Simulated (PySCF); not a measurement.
A structure optimised at PBE-D3(BJ)/def2-SVP, used in a PySCF frequency run:

```xyz
10

C     -0.9493     2.7426     0.0000
C     -0.2189     1.6461     0.0000
C      0.5247     0.5598     0.0000
C      2.0225     0.4831     0.0000
Br    -0.3704    -1.1545     0.0000
H     -1.2714     3.2220    -0.9418
H     -1.2714     3.2220     0.9418
H      2.3869    -0.0635    -0.8942
H      2.3869    -0.0635     0.8942
H      2.4583     1.5010     0.0000
```
Charge 0, spin multiplicity 1.

Task: Write its SMILES, formula and point group.

Result: C=C=C(C)Br, C4H5Br, Cs

Task: What are its rotational constants (standard atomic weights)?

Result: 5.1496, 1.9423, 1.4376 GHz
